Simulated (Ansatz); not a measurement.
The cluster Hg2Br4⁻ (the lowest doublet isomer of a short search). The state is a doublet with charge -1. Geometry r2SCAN-D4/def2-SVPD, basis def2-SVP, Ansatz.

```tsv
atom	x (Å)	y (Å)	z (Å)
Hg1	0.7231	0.2808	0.4591
Hg2	-1.9547	-0.7576	-1.2397
Br3	-1.8885	0.8616	1.2048
Br4	0.2314	0.9394	-2.1954
Br5	0.1216	-2.3966	0.0239
Br6	2.7671	1.0724	1.7472
```

```json
{"run": "A", "HOMO (eV)": "-1.92", "LUMO (eV)": "-1.59"}
{"run": "B", "HOMO (eV)": "-2.79", "LUMO (eV)": "-0.73"}
{"run": "C", "HOMO (eV)": "-1.73", "LUMO (eV)": "-1.29"}
{"run": "D", "HOMO (eV)": "-1.49", "LUMO (eV)": "-1.14"}
{"run": "E", "HOMO (eV)": "-2.20", "LUMO (eV)": "-1.33"}
```

In the def2 sets Hg takes a core potential; there is no spin–orbit coupling. The structure comes from a short search, and lower isomers may exist.

HOMO and LUMO are taken over both spins.

The runs used BLYP, LDA (SPW92), PBE, PBE0, r2SCAN. Estimate which is which.

A LDA (SPW92) (0 % exact exchange); B PBE0 (25 % exact exchange); C PBE (0 % exact exchange); D BLYP (0 % exact exchange); E r2SCAN (0 % exact exchange). Exact exchange lowers occupied and raises empty levels; among semilocal functionals meta-GGAs tend to open the gap a little, and such runs are hard to tell apart. The gap grows from 0.33 eV (LDA (SPW92)) to 2.06 eV (PBE0).
